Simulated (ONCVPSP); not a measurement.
# What one change does to a pseudopotential (O (Z = 8), ONCV)

- Element: oxygen (O)
- Generator: ONCVPSP 4.0.1
- Type: optimised norm-conserving Vanderbilt (ONCV)
- Functional: PBE
- Relativity: scalar-relativistic
- Frozen core: [He]
- Valence charge: 6
- Reference configuration: 2s2 2p4
- Partial waves: 2s: rc 1.00 bohr, ncon 3, nbas 6, qcut 5.3 1/bohr, 2 projectors, debl 3.8 Ha; 2p: rc 1.10 bohr, ncon 5, nbas 9, qcut 9.7 1/bohr, 1 projector
- Local potential: polynomial inside 0.65 bohr (lpopt 5, dvloc0 2 Ha)
- Core correction: Teter function, fcfact 3.5, rcfact 1.4

Change: s: qcut 7.4; p: qcut 13.6.

Cutoffs: the cutoffs (Ha) at which the residual kinetic energy of the hardest occupied pseudo-wave falls to 1 and 0.1 mHa per electron; they do not see the model core or the augmentation charge, which bear on the density cutoff. Errors are all-electron minus pseudo energies relative to the spin-unpolarised reference configuration.

Problem. What does the change do?

Solution. Of the 4 tests that both files solve, the error grows in 0 and shrinks in 4 by more than 15 % and 0.3 meV (median size 225.0 → 127.3 meV); neither file shows a bound ghost.

| quantity | base | changed |
| --- | --- | --- |
| cutoffs, loose and tight | not determined | 57 Ha, 87 Ha |
| bound ghosts | none | none |
| GHOST(+) flags under 300 eV | none | none |
| error for 2s2 2p3, meV [ΔE 16.43 eV] | +7.6 | +3.6 |
| error for 2s2 2p2, meV [ΔE 50.02 eV] | +80 | +43 |
| error for 2s2 2p1, meV [ΔE 103.89 eV] | +370 | +211 |
| error for 2s2 2p0, meV [ΔE 180.79 eV] | +1222 | +737 |
| s: phases at 1.01 bohr within 0.05 rad from the reference energy up to (Ha; the scan ends near 5) | to the end of the scan | to the end of the scan |
| p: phases at 1.12 bohr within 0.05 rad from the reference energy up to (Ha; the scan ends near 5) | 4.4 | 4.9 |
| rms error of d²Exc/dni dnj with the model core, mHa | 1.84 | 1.58 |
